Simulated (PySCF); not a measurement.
## Excitation energy of N by level of theory

N [He] 2s2 2p3 (4S) → N [He] 2s1 2p4 (4P), as a difference of total energies. Calculation: PySCF 2.14, in aug-cc-pCVTZ-DK with one added diffuse shell each of s, p, d, f type (8s7p5d3f, 75 functions); scalar relativity by spin-free X2C-1e. Correlated levels: valence and next inner shell: nothing frozen. The calculations carry no spin-orbit coupling.

**Question.** Order these methods by the excitation energy they give, lowest first.
A. MP2 (valence and next inner shell)
B. CCSD(T) (valence and next inner shell)
C. CCSD (valence and next inner shell)
D. UHF

**Answer.** B (10.818 eV), C (10.889 eV), D (10.912 eV), A (11.056 eV).

Errors of the correlated levels include the incompleteness of this basis.

For comparison: 10.927 eV (measured; NIST levels, between the centres of gravity of the two terms).
